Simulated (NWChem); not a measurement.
The numbers come from NWChem runs, not from measurements. System: CHF, charge 0, spin multiplicity 1, at a geometry optimised with B3LYP/def2-SVP. The structure started from a generated list of species. Level: PBE0/def2-QZVP.

Job file:

```
start mol
memory heap 200 mb stack 900 mb global 1100 mb
geometry units angstroms nocenter noautoz
  C      0.560614    -0.452685     0.000000
  F     -0.526559     0.264219     0.000000
  H      1.375343     0.338134     0.000000
  symmetry group Cs
end
basis spherical
  * library def2-qzvp
end
dft
  xc pbe0
  semidirect memsize 60000000 filesize 0
  iterations 100
end
task dft energy
```

Output (cleaned and shortened):

```
             Northwest Computational Chemistry Package (NWChem) 7.3.0
             --------------------------------------------------------

                                NWChem Input Module
                                -------------------

 Scaling coordinates for geometry "geometry" by  1.889725989
 (inverse scale =  0.529177249)

 Turning off AUTOSYM since
 SYMMETRY directive was detected!

                             Geometry "geometry" -> ""
                             -------------------------

 Output coordinates in angstroms (scale by  1.889725989 to convert to a.u.)

  No.       Tag          Charge          X              Y              Z
 ---- ---------------- ---------- -------------- -------------- --------------
    1 C                    6.0000     0.56061400    -0.45268500     0.00000000
    2 F                    9.0000    -0.52655900     0.26421900     0.00000000
    3 H                    1.0000     1.37534300     0.33813400     0.00000000

 Effective nuclear repulsion energy (a.u.)      27.2415741339

            Nuclear Dipole moment (a.u.)
            ----------------------------
        X                 Y               Z
 ---------------- ---------------- ----------------
    -0.0000075589    -0.0000094486     0.0000000000

      Symmetry information
      --------------------

 Group name             Cs
 Group number              2
 Group order               2
 No. of unique centers     3

      Symmetry unique atoms

     1    2    3


 Summary of "ao basis" -> "" (spherical)
 ------------------------------------------------------------------------------
       Tag                 Description            Shells   Functions and Types
 ---------------- ------------------------------  ------  ---------------------
 *                         def2-qzvp                  on all atoms

                                 NWChem DFT Module
                                 -----------------

 Summary of "ao basis" -> "ao basis" (spherical)
 ------------------------------------------------------------------------------
       Tag                 Description            Shells   Functions and Types
 ---------------- ------------------------------  ------  ---------------------
 C                         def2-qzvp                17       57   7s4p3d2f1g
 F                         def2-qzvp                17       57   7s4p3d2f1g
 H                         def2-qzvp                10       30   4s3p2d1f

 Summary of "ao basis" -> "ao basis" (spherical)
 ------------------------------------------------------------------------------
       Tag                 Description            Shells   Functions and Types
 ---------------- ------------------------------  ------  ---------------------
 C                         def2-qzvp                17       57   7s4p3d2f1g
 F                         def2-qzvp                17       57   7s4p3d2f1g
 H                         def2-qzvp                10       30   4s3p2d1f

      Symmetry analysis of basis
      --------------------------

        a'         94
        a"         50

            General Information
            -------------------
          SCF calculation type: DFT
          Wavefunction type:  closed shell.
          No. of atoms     :     3
          No. of electrons :    16
           Alpha electrons :     8
            Beta electrons :     8
          Charge           :     0
          Spin multiplicity:     1
          Use of symmetry is: on ; symmetry adaption is: on
[...]
 d= 0,ls=0.0,diis     1   -134.7261058980 -1.62D+02  1.98D+01  2.12D+01     7.3
 d= 0,ls=0.0,diis     2   -137.3151459130 -2.59D+00  1.59D-02  1.05D+01     8.1
 d= 0,ls=0.0,diis     3   -137.9308690031 -6.16D-01  6.36D-03  4.90D+00     8.8
 d= 0,ls=0.0,diis     4   -138.3010788417 -3.70D-01  3.01D-03  3.60D-01     9.5
 d= 0,ls=0.0,diis     5   -138.3239308759 -2.29D-02  6.90D-04  1.41D-02    10.2
  Resetting Diis
 d= 0,ls=0.0,diis     6   -138.3253974228 -1.47D-03  9.39D-05  5.16D-04    11.1
 d= 0,ls=0.0,diis     7   -138.3254498591 -5.24D-05  1.49D-05  3.50D-06    11.9
 d= 0,ls=0.0,diis     8   -138.3254501599 -3.01D-07  4.22D-06  2.14D-06    12.6

         Total DFT energy =     -138.325450159895
      One electron energy =     -244.274232053565
           Coulomb energy =       94.688560269613
    Exchange-Corr. energy =      -15.981352509814
 Nuclear repulsion energy =       27.241574133872

 Numeric. integr. density =       15.999998079517

     Total iterative time =     11.3s

                  Occupations of the irreducible representations
                  ----------------------------------------------

                     irrep           alpha         beta
                     --------     --------     --------
                     a'                7.0          7.0
                     a"                1.0          1.0

                       DFT Final Molecular Orbital Analysis
                       ------------------------------------

 Vector    6  Occ=2.000000D+00  E=-5.357016D-01  Symmetry=a"
              MO Center= -4.0D-01,  1.9D-01,  2.4D-14, r^2= 6.1D-01
   Bfn.  Coefficient  Atom+Function         Bfn.  Coefficient  Atom+Function
  ----- ------------  ---------------      ----- ------------  ---------------
    67      0.358540  2 F  pz                70      0.328800  2 F  pz
    73      0.301956  2 F  pz                76      0.119038  2 F  pz
    13      0.103871  1 C  pz                10      0.096632  1 C  pz
    16      0.068590  1 C  pz

 Vector    7  Occ=2.000000D+00  E=-4.903371D-01  Symmetry=a'
              MO Center=  1.7D-01, -4.9D-02, -3.2D-14, r^2= 1.4D+00
   Bfn.  Coefficient  Atom+Function         Bfn.  Coefficient  Atom+Function
  ----- ------------  ---------------      ----- ------------  ---------------
    65     -0.273821  2 F  px                 6      0.267704  1 C  s
    68     -0.251276  2 F  px                71     -0.236250  2 F  px
     7      0.143512  1 C  s                  8      0.125720  1 C  px
    66     -0.118112  2 F  py                 5      0.115688  1 C  s
    11      0.113182  1 C  px                69     -0.107012  2 F  py

 Vector    8  Occ=2.000000D+00  E=-2.670761D-01  Symmetry=a'
              MO Center=  5.1D-01, -5.6D-01, -3.7D-15, r^2= 1.3D+00
   Bfn.  Coefficient  Atom+Function         Bfn.  Coefficient  Atom+Function
  ----- ------------  ---------------      ----- ------------  ---------------
     7      0.409483  1 C  s                  6      0.401888  1 C  s
   117     -0.309572  3 H  s                  9     -0.249330  1 C  py
    12     -0.220079  1 C  py                66      0.162202  2 F  py
    15     -0.152988  1 C  py                72      0.152174  2 F  py
    69      0.150730  2 F  py               116     -0.142426  3 H  s

 Vector    9  Occ=0.000000D+00  E=-1.032597D-01  Symmetry=a"
              MO Center=  5.3D-01, -3.7D-01,  3.4D-15, r^2= 1.5D+00
   Bfn.  Coefficient  Atom+Function         Bfn.  Coefficient  Atom+Function
  ----- ------------  ---------------      ----- ------------  ---------------
    16      0.349089  1 C  pz                13      0.317611  1 C  pz
    10      0.300025  1 C  pz                19      0.294399  1 C  pz
    76     -0.178145  2 F  pz                67     -0.162775  2 F  pz
    70     -0.154359  2 F  pz                73     -0.137438  2 F  pz
   127      0.036274  3 H  pz

 Vector   10  Occ=0.000000D+00  E= 4.619005D-02  Symmetry=a'
              MO Center=  1.3D+00,  5.9D-01, -1.9D-14, r^2= 4.5D+00
   Bfn.  Coefficient  Atom+Function         Bfn.  Coefficient  Atom+Function
  ----- ------------  ---------------      ----- ------------  ---------------
   118      2.471349  3 H  s                  7     -1.258040  1 C  s
   117     -0.814381  3 H  s                 17     -0.731454  1 C  px
    18     -0.414756  1 C  py                 6      0.340492  1 C  s
    14      0.181886  1 C  px                 5     -0.174495  1 C  s
   126      0.170619  3 H  py               125      0.137809  3 H  px

 Vector   11  Occ=0.000000D+00  E= 8.350711D-02  Symmetry=a'
              MO Center=  8.0D-01, -4.0D-01, -2.5D-15, r^2= 5.1D+00
   Bfn.  Coefficient  Atom+Function         Bfn.  Coefficient  Atom+Function
  ----- ------------  ---------------      ----- ------------  ---------------
    17      1.012234  1 C  px                 7     -0.758687  1 C  s
    64      0.673585  2 F  s                 18     -0.495965  1 C  py
   118      0.405252  3 H  s                 14     -0.198447  1 C  px
    11      0.178655  1 C  px                 6     -0.162594  1 C  s
    62      0.155862  2 F  s                 75     -0.127056  2 F  py

 center of mass
 --------------
 x =  -0.11160827 y =  -0.00423345 z =   0.00000000

 moments of inertia (a.u.)
 ------------------
          13.928805546336          18.655641493350           0.000000000000
          18.655641493350          38.688066874802           0.000000000000
           0.000000000000           0.000000000000          52.616872421138

     Multipole analysis of the density
     ---------------------------------

     L   x y z        total         alpha         beta         nuclear
     -   - - -        -----         -----         ----         -------
     0   0 0 0     -0.000000     -8.000000     -8.000000     16.000000

     1   1 0 0      0.230189      0.115098      0.115098     -0.000008
     1   0 1 0      0.538766      0.269388      0.269388     -0.000009
     1   0 0 1     -0.000000     -0.000000     -0.000000      0.000000

     2   2 0 0     -8.053675    -15.226902    -15.226902     22.400130
     2   1 1 0      0.778326      4.513351      4.513351     -8.248377
     2   1 0 1      0.000000      0.000000      0.000000      0.000000
     2   0 2 0    -10.297747     -8.670268     -8.670268      7.042789
     2   0 1 1     -0.000000     -0.000000     -0.000000      0.000000
     2   0 0 2     -7.771586     -3.885793     -3.885793      0.000000

 Task  times  cpu:       12.6s     wall:       12.6s

 Total times  cpu:       12.7s     wall:       12.7s
```
